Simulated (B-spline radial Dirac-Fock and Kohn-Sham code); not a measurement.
**Free-atom binding energies and absorption edges of Yb**

The computed values come from a radial atomic solver: Dirac-Fock (average of configuration) total-energy differences with a finite nucleus, the Breit interaction including its frequency dependence, and self-energy and vacuum-polarisation corrections. Correlation energy is missing from these numbers.

Input of the calculation (task.json; shells as n, l, electrons):

```json
{"items": [{
  "Z": 70,
  "q": 0,
  "cfg": [[1, 0, 2], [2, 0, 2], [2, 1, 6], [3, 0, 2], [3, 1, 6], [3, 2, 10], [4, 0, 2], [4, 1, 6], [4, 2, 10], [4, 3, 14], [5, 0, 2], [5, 1, 6], [6, 0, 2]],
  "A": 174,
  "rrms": 5.3108,
  "do": ["binding"],
  "screen": [5, 2]
}]}
```

Run with: `python xray_run.py task.json out`

Two models are given for [Xe] 4f14 6s2. In the first the electron is removed to infinity. In the second it is placed in the 5d shell, so that the atom stays neutral; this mimics a hole screened by valence charge, or the onset of absorption below the ionisation limit. The tabulated edges (Elam, Ravel and Sieber, Radiat. Phys. Chem. 63, 121 (2002)) refer to the element in its standard state, with the Fermi level as zero for a metal.

| level | ionised (eV) | screened (eV) | tabulated (eV) |
| --- | --- | --- | --- |
| K | 61328.0 | 61323.6 | 61332.0 |
| L1 | 10494.2 | 10489.6 | 10486.0 |
| L2 | 9978.1 | 9973.6 | 9978.0 |
| L3 | 8942.9 | 8938.4 | 8944.0 |
| M1 | 2402.7 | 2398.2 | 2398.0 |
| M2 | 2176.9 | 2172.4 | 2173.0 |
| M3 | 1954.1 | 1949.6 | 1950.0 |
| M4 | 1574.8 | 1570.4 | 1576.0 |
| M5 | 1527.2 | 1522.7 | 1528.0 |
| N1 | 492.4 | 487.9 | 480.5 |
| N2 | 400.5 | 396.0 | 388.7 |
| N3 | 350.4 | 345.9 | 339.7 |
| N4 | 199.3 | 194.8 | 191.2 |
| N5 | 190.2 | 185.7 | 182.4 |
| O1 | 63.23 | 58.67 | 52.00 |
| O2 | 35.86 | 31.62 | 30.30 |
| O3 | 29.85 | 25.70 | 24.10 |

Q: Which of the two models lies closer to the table on average?

A: The screened model lies closer: the mean absolute deviations are 5.9 eV (ionised) and 4.2 eV (screened). Screening lowers the levels by 4.5 eV on average.
